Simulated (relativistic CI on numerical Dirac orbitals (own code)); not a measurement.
**La⁺: computed level list**

Computed by Dirac-Coulomb-Breit CI, KLI orbitals optimised for each configuration, model QED (radiative potential, 1s self-energy scaled to tabulated hydrogen-like ionisation energies), valence Slater integrals scaled by 0.85, P86 correlation energy added to each configuration (own radial code, finite nucleus).

CI space (outside the closed core [Xe]): 5d², 5d6s, 6s², 4f6s, 5d4f, 5d6p, 6s6p, 4f², 5d5f, 4f6p, 5d7s, 5d5g, 5d6d, 5d7p, 4f5f, 5d8s, 6p², 5d7d, 5d8p, 4f5g, 5d6f, 5f², 5d8d, 5f6s, 5g², 5g6s. Levels of other configurations are missing.

```tsv
No.	Configuration	Term	J	E (cm⁻¹)	%	Landé g	jj configuration (%)
41	5d4f	¹F°	3	29602.2	49	1.024	5d3/2 6p3/2 (28)
42	6s6p	³P°	1	29742.0	69	1.481	6s 6p1/2 (46)
43	5d6p	³F°	4	30538.0	67	1.250	5d5/2 6p3/2 (67)
44	5d4f	³D°	1	30740.7	70	0.508	5d3/2 4f5/2 (35)
45	6s6p	³P°	2	31104.4	54	1.408	6s 6p3/2 (54)
46	5d4f	³D°	2	31260.9	51	1.255	5d3/2 4f7/2 (41)
47	5d4f	³D°	3	31747.1	69	1.329	5d5/2 4f7/2 (36)
48	5d6p	³P°	0	34243.9	43		5d3/2 6p3/2 (43)
49	5d6p	³P°	1	34483.5	42	1.490	5d3/2 6p3/2 (22)
50	5d4f	³P°	2	35120.5	41	1.498	5d3/2 4f7/2 (24)
51	5d6p	¹F°	3	35470.8	61	1.003	5d5/2 6p3/2 (22)
52	5d4f	¹P°	1	36504.2	79	1.011	5d5/2 4f7/2 (60)
53	5d4f	¹H°	5	36813.1	95	1.000	5d3/2 4f7/2 (39)
54	4f6p	³G	3	41233.4	50	0.881	4f5/2 6p1/2 (92)
55	4f6p	³F	2	41610.7	93	0.689	4f5/2 6p1/2 (67)
56	4f6p	³F	3	42481.7	61	0.971	4f5/2 6p3/2 (85)
57	4f6p	³G	4	42823.9	74	1.093	4f7/2 6p1/2 (66)
58	4f6p	¹F	3	42863.6	53	1.004	4f7/2 6p1/2 (60)
59	4f6p	³F	4	43263.3	65	1.176	4f5/2 6p3/2 (50)
60	4f6p	³G	5	44273.8	94	1.200	4f7/2 6p3/2 (94)
61	4f6p	³D	2	44372.2	70	1.103	4f5/2 6p3/2 (68)
62	4f6p	³D	1	44627.7	97	0.498	4f5/2 6p3/2 (97)
63	4f6p	¹G	4	44929.6	82	1.031	4f7/2 6p3/2 (58)
64	4f6p	³D	3	45463.6	90	1.310	4f7/2 6p3/2 (66)
65	4f6p	¹D	2	46474.8	67	1.040	4f7/2 6p3/2 (91)
66	6s6p	¹P°	1	49085.2	58	1.001	6s 6p3/2 (41)
67	5d7s	³D	1	49670.9	93	0.500	5d3/2 7s (93)
68	5d7s	³D	2	49946.1	81	1.145	5d3/2 7s (83)
69	5d7s	³D	3	50880.9	83	1.321	5d5/2 7s (83)
70	5d6d	¹F	3	51463.9	74	1.024	5d3/2 6d3/2 (41)
71	5d6d	³D	1	51541.5	67	0.635	5d3/2 6d3/2 (87)
72	5d7s	¹D	2	51621.8	73	1.021	5d5/2 7s (75)
73	5d6d	³D	2	52042.8	83	1.165	5d3/2 6d5/2 (67)
74	5d6d	³G	3	52372.3	73	0.866	5d3/2 6d3/2 (46)
75	5d6d	¹P	1	52535.8	50	1.153	5d3/2 6d5/2 (57)
76	5d6d	³D	3	52809.5	64	1.208	5d5/2 6d5/2 (85)
77	5d6d	³G	4	52878.4	89	1.054	5d3/2 6d5/2 (67)
78	5d6d	³F	2	53245.3	81	0.738	5d3/2 6d3/2 (89)
79	5d6d	³P	0	53497.4	77		5d3/2 6d3/2 (69)
80	5d6d	³S	1	53519.4	51	1.582	5d5/2 6d5/2 (70)
81	5d6d	³G	5	53765.1	94	1.200	5d5/2 6d5/2 (94)
82	5d6d	³F	3	54006.9	92	1.081	5d5/2 6d3/2 (73)
83	5d6d	³P	2	54241.1	54	1.286	5d5/2 6d3/2 (62)
84	5d6d	³P	1	54251.5	61	1.632	5d5/2 6d3/2 (76)
85	5d6d	³F	4	54485.9	92	1.237	5d5/2 6d5/2 (63)
```

Energies count from the lowest computed level; ° marks odd parity. Filled j subshells are mostly left out of the jj labels.

The mean weight of the leading LS term, summed over parents, in these 45 levels is 71 %, and that of the leading jj configuration (from the same eigenvectors) 63 %.

Correlation outside the listed configurations is missing or only estimated: errors of thousands of cm⁻¹ between configurations and terms are usual at this charge. Rates and lifetimes follow the computed energies and can be off by large factors. The fine structure of a lone outer electron comes out too small, for d and f at times inverted, and misplaced configurations move strength between like terms. 34 of the 50 excited levels that our extract of the measured tables holds in this range could be paired (the sources list more); they are missed by 3691 cm⁻¹ on average and 9299 at most, and levels without a partner can miss by more. Some levels of the ground configuration have no partner and can miss by 10 % or more.

LS names give the leading component of a level, which can be under half, so a name can repeat, a term be missing and a line seem to break the LS rules.
